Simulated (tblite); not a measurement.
Record of a relaxation.

Compound: C₄H₄F₃N₂P.
Numbering: `[F:1][C:2]([F:3])([F:4])[CH2:5][n:6]1[cH:7][p:8][cH:9][n:10]1` (hydrogens: H11, H12 on C5; H13 on C7; H14 on C9)

Computed with GFN2-xTB (tblite), gas phase: L-BFGS steps from a force-field or distance-geometry start until the largest atomic force falls under 0.01 eV/Å. 12 of its 66 geometries are shown.

Step 0: E = -901.5591 eV, largest atomic force 2.379 eV/Å
```
atom  x, y, z in Å  |  force x, y, z in eV/Å
F1     -3.050   -0.736   -0.145    0.835   1.510   0.519
C2     -1.938   -0.023    0.293   -1.376   0.100   0.933
F3     -2.015   -0.019    1.692   -0.053   0.314  -2.124
F4     -1.947    1.281   -0.148   -0.447  -1.782   0.649
C5     -0.755   -0.792   -0.173    2.065  -1.181   0.015
N6      0.495   -0.152    0.222   -0.030  -0.036  -0.025
C7      1.118    0.760   -0.518    0.552   1.270  -1.264
P8      2.563    1.355    0.177    0.337  -0.357   0.898
C9      2.233    0.235    1.555   -1.058   0.441  -1.718
N10     1.103   -0.429    1.347    0.784  -0.650   1.761
H11    -0.774   -1.815    0.282   -0.133   0.679  -0.023
H12    -0.707   -0.962   -1.270   -0.416   0.430   0.437
H13     0.786    1.144   -1.479   -0.329  -0.443   0.315
H14     2.887    0.153    2.422   -0.731  -0.294  -0.374
```

Step 6: E = -902.0810 eV, largest atomic force 0.322 eV/Å
```
atom  x, y, z in Å  |  force x, y, z in eV/Å
F1     -3.048   -0.654   -0.139    0.146  -0.029   0.045
C2     -1.929   -0.056    0.307   -0.263   0.127   0.135
F3     -2.023    0.001    1.640    0.022  -0.018  -0.120
F4     -1.979    1.204   -0.139    0.129   0.006  -0.042
C5     -0.684   -0.814   -0.159   -0.041  -0.030  -0.004
N6      0.533   -0.147    0.215   -0.028   0.005  -0.043
C7      1.155    0.797   -0.528   -0.026   0.017  -0.105
P8      2.598    1.369    0.205   -0.093  -0.013   0.029
C9      2.204    0.253    1.510    0.017   0.022  -0.041
N10     1.115   -0.448    1.362    0.096  -0.039   0.056
H11    -0.746   -1.804    0.310    0.198   0.071   0.016
H12    -0.736   -0.918   -1.246   -0.042   0.011  -0.021
H13     0.734    1.099   -1.468   -0.076  -0.031  -0.044
H14     2.806    0.119    2.388   -0.040  -0.100   0.140
```

Step 12: E = -902.0937 eV, largest atomic force 0.043 eV/Å
```
atom  x, y, z in Å  |  force x, y, z in eV/Å
F1     -3.042   -0.655   -0.136    0.033   0.009  -0.003
C2     -1.930   -0.052    0.312   -0.002   0.007   0.028
F3     -2.027    0.009    1.639    0.007   0.035   0.010
F4     -1.961    1.205   -0.147    0.025  -0.008  -0.002
C5     -0.683   -0.811   -0.156   -0.003  -0.032  -0.002
N6      0.535   -0.145    0.209   -0.012   0.005  -0.041
C7      1.150    0.798   -0.538   -0.002   0.032   0.015
P8      2.586    1.377    0.207   -0.010   0.010   0.019
C9      2.205    0.250    1.511   -0.034  -0.012  -0.014
N10     1.121   -0.455    1.353   -0.026  -0.001  -0.026
H11    -0.703   -1.795    0.320    0.000  -0.031   0.009
H12    -0.750   -0.911   -1.243   -0.003  -0.027  -0.001
H13     0.712    1.088   -1.477    0.021   0.007   0.022
H14     2.784    0.097    2.404    0.005   0.006  -0.014
```

Step 18: E = -902.0958 eV, largest atomic force 0.065 eV/Å
```
atom  x, y, z in Å  |  force x, y, z in eV/Å
F1     -3.034   -0.653   -0.133   -0.049   0.024   0.019
C2     -1.924   -0.050    0.317    0.048  -0.020  -0.039
F3     -2.023    0.024    1.643    0.016  -0.007  -0.003
F4     -1.943    1.204   -0.151   -0.003  -0.002  -0.013
C5     -0.683   -0.818   -0.156    0.026   0.005  -0.005
N6      0.533   -0.147    0.200    0.011  -0.004   0.003
C7      1.145    0.807   -0.537   -0.005  -0.021   0.002
P8      2.578    1.384    0.218   -0.030   0.027  -0.023
C9      2.196    0.247    1.510    0.001  -0.001   0.018
N10     1.115   -0.461    1.345    0.011  -0.003  -0.023
H11    -0.693   -1.801    0.324   -0.024   0.008   0.008
H12    -0.759   -0.925   -1.242   -0.012  -0.015   0.014
H13     0.714    1.096   -1.478    0.005   0.018   0.020
H14     2.777    0.092    2.400    0.004  -0.010   0.022
```

Step 24: E = -902.0981 eV, largest atomic force 0.054 eV/Å
```
atom  x, y, z in Å  |  force x, y, z in eV/Å
F1     -3.040   -0.634   -0.118    0.005  -0.015  -0.008
C2     -1.913   -0.050    0.313   -0.017   0.020   0.002
F3     -2.001    0.036    1.639    0.028   0.010   0.008
F4     -1.919    1.200   -0.167    0.001   0.021  -0.006
C5     -0.682   -0.832   -0.159   -0.016   0.006  -0.004
N6      0.537   -0.158    0.187    0.012  -0.023   0.014
C7      1.138    0.814   -0.535   -0.010   0.008   0.008
P8      2.555    1.408    0.233    0.015  -0.006   0.041
C9      2.189    0.249    1.512    0.004  -0.006  -0.013
N10     1.120   -0.474    1.330    0.013  -0.028   0.023
H11    -0.695   -1.807    0.337   -0.001   0.008   0.002
H12    -0.771   -0.954   -1.242    0.031  -0.009  -0.021
H13     0.714    1.118   -1.474   -0.049  -0.008  -0.020
H14     2.768    0.084    2.403   -0.017   0.022  -0.026
```

Step 30: E = -902.1001 eV, largest atomic force 0.038 eV/Å
```
atom  x, y, z in Å  |  force x, y, z in eV/Å
F1     -3.041   -0.621   -0.106    0.037   0.008   0.004
C2     -1.903   -0.042    0.305    0.009   0.004   0.006
F3     -1.968    0.055    1.633   -0.006   0.014  -0.018
F4     -1.903    1.205   -0.182   -0.006  -0.010  -0.012
C5     -0.681   -0.841   -0.165    0.000  -0.016   0.001
N6      0.542   -0.174    0.178   -0.016   0.005   0.002
C7      1.125    0.820   -0.529   -0.009  -0.006   0.004
P8      2.531    1.427    0.252   -0.017   0.005  -0.023
C9      2.183    0.243    1.511    0.004   0.011   0.005
N10     1.128   -0.497    1.319    0.003   0.011  -0.003
H11    -0.700   -1.806    0.348   -0.010  -0.018  -0.007
H12    -0.763   -0.981   -1.247   -0.005   0.016  -0.001
H13     0.690    1.127   -1.463   -0.004  -0.004   0.027
H14     2.760    0.086    2.403    0.019  -0.018   0.015
```

Step 35: E = -902.1008 eV, largest atomic force 0.042 eV/Å
```
atom  x, y, z in Å  |  force x, y, z in eV/Å
F1     -3.033   -0.617   -0.102   -0.039  -0.016  -0.002
C2     -1.894   -0.038    0.302   -0.008  -0.012  -0.007
F3     -1.955    0.070    1.629   -0.006   0.014   0.010
F4     -1.896    1.206   -0.194    0.021  -0.010  -0.017
C5     -0.680   -0.847   -0.166    0.007   0.012   0.006
N6      0.543   -0.182    0.179    0.015  -0.003   0.005
C7      1.115    0.821   -0.523    0.005   0.006   0.000
P8      2.518    1.436    0.256    0.006   0.003   0.017
C9      2.182    0.244    1.512    0.006  -0.016   0.000
N10     1.133   -0.505    1.317   -0.005  -0.002   0.010
H11    -0.706   -1.813    0.347   -0.002   0.002  -0.012
H12    -0.762   -0.987   -1.248   -0.001   0.009   0.010
H13     0.674    1.130   -1.453   -0.013   0.003  -0.006
H14     2.760    0.081    2.403    0.013   0.009  -0.014
```

Step 41: E = -902.1015 eV, largest atomic force 0.027 eV/Å
```
atom  x, y, z in Å  |  force x, y, z in eV/Å
F1     -3.035   -0.617   -0.096    0.001   0.003   0.006
C2     -1.892   -0.038    0.299    0.001   0.008  -0.002
F3     -1.950    0.088    1.624   -0.009   0.003   0.004
F4     -1.886    1.199   -0.214   -0.022   0.006  -0.015
C5     -0.679   -0.851   -0.165   -0.004  -0.005  -0.003
N6      0.545   -0.187    0.182   -0.007   0.002   0.016
C7      1.109    0.823   -0.517   -0.009   0.000   0.011
P8      2.508    1.444    0.263    0.007  -0.007   0.003
C9      2.184    0.241    1.512    0.004   0.005  -0.004
N10     1.138   -0.512    1.318    0.016  -0.012   0.002
H11    -0.712   -1.819    0.342    0.017  -0.006   0.012
H12    -0.759   -0.984   -1.247    0.002  -0.004  -0.015
H13     0.657    1.133   -1.442    0.009   0.011  -0.004
H14     2.771    0.079    2.399   -0.006  -0.003  -0.012
```

Step 47: E = -902.1019 eV, largest atomic force 0.024 eV/Å
```
atom  x, y, z in Å  |  force x, y, z in eV/Å
F1     -3.038   -0.619   -0.092    0.022  -0.007   0.006
C2     -1.894   -0.037    0.296   -0.009   0.000   0.003
F3     -1.952    0.101    1.620    0.004   0.002  -0.022
F4     -1.891    1.196   -0.229   -0.006  -0.013   0.001
C5     -0.679   -0.852   -0.163   -0.010   0.004   0.004
N6      0.544   -0.188    0.188   -0.007   0.012  -0.018
C7      1.104    0.825   -0.510    0.009   0.004  -0.007
P8      2.507    1.444    0.265   -0.002  -0.003   0.003
C9      2.188    0.237    1.510    0.003  -0.001   0.001
N10     1.143   -0.517    1.319   -0.004   0.012  -0.015
H11    -0.708   -1.822    0.342   -0.010   0.015   0.005
H12    -0.756   -0.983   -1.247    0.004  -0.009   0.014
H13     0.654    1.137   -1.435   -0.003   0.001   0.014
H14     2.778    0.076    2.394    0.010  -0.016   0.012
```

Step 53: E = -902.1044 eV, largest atomic force 0.077 eV/Å
```
atom  x, y, z in Å  |  force x, y, z in eV/Å
F1     -3.038   -0.659   -0.051    0.004  -0.027   0.037
C2     -1.898   -0.027    0.261    0.024   0.027  -0.010
F3     -1.924    0.228    1.569   -0.033  -0.028  -0.004
F4     -1.935    1.157   -0.366    0.029  -0.038  -0.008
C5     -0.677   -0.859   -0.149    0.045   0.028  -0.033
N6      0.542   -0.186    0.198    0.032  -0.023   0.048
C7      1.072    0.865   -0.466    0.003  -0.001   0.017
P8      2.480    1.472    0.309    0.040   0.001  -0.011
C9      2.217    0.199    1.502   -0.031   0.008   0.005
N10     1.177   -0.559    1.296   -0.026  -0.018   0.022
H11    -0.709   -1.814    0.383   -0.027   0.040   0.042
H12    -0.736   -1.033   -1.227   -0.021   0.011  -0.043
H13     0.598    1.210   -1.367   -0.006   0.016   0.007
H14     2.829    0.004    2.366   -0.034   0.004  -0.069
```

Step 59: E = -902.1069 eV, largest atomic force 0.020 eV/Å
```
atom  x, y, z in Å  |  force x, y, z in eV/Å
F1     -3.034   -0.706   -0.023    0.010   0.007   0.002
C2     -1.909   -0.025    0.239   -0.007   0.000   0.002
F3     -1.935    0.297    1.533    0.006  -0.003  -0.019
F4     -1.982    1.120   -0.453    0.007  -0.017   0.009
C5     -0.674   -0.850   -0.141   -0.001  -0.006  -0.001
N6      0.540   -0.173    0.214   -0.004  -0.001  -0.001
C7      1.064    0.890   -0.436   -0.007  -0.005  -0.003
P8      2.491    1.472    0.324    0.002  -0.020   0.004
C9      2.238    0.175    1.493    0.003   0.001  -0.004
N10     1.191   -0.574    1.293    0.000   0.007  -0.011
H11    -0.713   -1.791    0.415    0.000   0.005   0.007
H12    -0.723   -1.045   -1.217    0.001   0.011   0.005
H13     0.574    1.256   -1.320   -0.002   0.012   0.009
H14     2.870   -0.047    2.334   -0.008   0.009   0.000
```

Step 65: E = -902.1071 eV, largest atomic force 0.007 eV/Å
```
atom  x, y, z in Å  |  force x, y, z in eV/Å
F1     -3.033   -0.713   -0.012    0.000   0.001   0.003
C2     -1.909   -0.024    0.231   -0.001   0.000   0.000
F3     -1.928    0.324    1.518   -0.002  -0.001   0.002
F4     -1.988    1.107   -0.483    0.002   0.002  -0.001
C5     -0.674   -0.852   -0.138    0.000   0.000  -0.003
N6      0.540   -0.173    0.217    0.000   0.000   0.001
C7      1.056    0.898   -0.425    0.003   0.002   0.000
P8      2.487    1.475    0.333    0.005   0.000  -0.005
C9      2.244    0.167    1.490    0.002  -0.001  -0.002
N10     1.198   -0.583    1.288   -0.003   0.003   0.005
H11    -0.715   -1.788    0.426    0.002   0.000  -0.005
H12    -0.718   -1.053   -1.213   -0.001  -0.007  -0.001
H13     0.560    1.275   -1.301   -0.004   0.001   0.006
H14     2.879   -0.059    2.327   -0.003   0.000   0.003
```

Problem. Summarise the path.

Solution. The energy falls by 0.5481 eV from step 0 to step 65; nine tenths of that is first reached at step 4. It falls at every step. The largest force goes from 2.379 to 0.007 eV/Å. Among the bonds C2–F3 changes most, from 1.401 to 1.333 Å; the atoms move by 0.215 Å rms after alignment.

Hardware: one thread, x86-64 server, on a shared host.
